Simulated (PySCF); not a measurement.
Ta(O)(NH2)3 (H6N3OTa), SMILES [NH2][Ta]([NH2])([NH2])=[O], multiplicity 1. Coordinates come from a B3LYP-D3(BJ)/def2-SVP optimisation. The spin state was assumed, not searched. The structure was generated by enumeration; whether it is a known compound was not checked. The def2 effective core potentials stand for the cores of Ta; spin–orbit coupling is left out. Other conformers were not sampled.

Calculation: PySCF with B3LYP-D3(BJ)/def2-SVP.

Harmonic wavenumbers (cm⁻¹): 163, 173, 173, 194, 194, 210, 331, 331, 452, 482, 482, 563, 563, 582, 654, 654, 668, 983, 1517, 1517, 1521, 3536, 3536, 3540, 3623, 3623, 3623. Rotational constants (GHz): 3.022, 3.022, 2.665; symmetry number 3.

Q: Work out the zero-point energy and the ideal-gas rigid-rotor harmonic-oscillator thermochemistry at 298.15 K and 1 atm.

A: ZPE = ½ Σ hcν = ½ × 33887 cm⁻¹ = 202.69 kJ/mol. H − E(el) = 228.35 kJ/mol. Entropy in J/(mol K): translation 177.36, rotation 103.76, vibration 88.65, total 369.77. G − E(el) = 118.11 kJ/mol. Cp = 137.69 J/(mol K).
